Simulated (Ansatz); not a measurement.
ClH2OSSi (`O[SiH]([S])Cl`) radical. Charge 0, multiplicity 2.

```xyz
6

O     0.877   -0.361    0.989
Si   -0.019    0.327   -0.182
S    -0.105   -0.815   -1.958
Cl   -2.009    0.455    0.313
H     0.728   -1.290    1.181
H     0.528    1.683   -0.342
```

Q: What are the harmonic wavenumbers in cm⁻¹ at PBE0-D4/def2-TZVP (Ansatz, finite differences of forces, unscaled)? (Best estimate.)

A: Computed: 138, 189, 282, 335, 511, 548, 750, 793, 882, 944, 2300, 3902.

Q: Is this a minimum?

A: Yes, all 12 modes are real.

Q: Give the ideal-gas thermochemistry at 298.15 K and 1 bar (rigid rotor, harmonic oscillator; point group C1, symmetry number 1).

A: Zero-point energy 69.2 kJ/mol; H(298) − E = 86.4 kJ/mol; entropy 327.9 J/(mol·K), of which translation 167.9, rotation 113.6, vibration 40.7, electronic 5.8; G(298) − E = -11.4 kJ/mol.

Q: And at 400, 500, 600, 800 and 1000 K?

A: 
```tsv
T (K)	H − E (kJ/mol)	S (J/mol/K)	G − E (kJ/mol)
400	95.4	353.8	-46.2
500	105.1	375.4	-82.6
600	115.3	394.2	-121.1
800	137.1	425.4	-203.2
1000	159.9	450.8	-290.9
```

Q: Rotational constants (cm⁻¹)?

A: 0.1427, 0.0897, 0.06011.
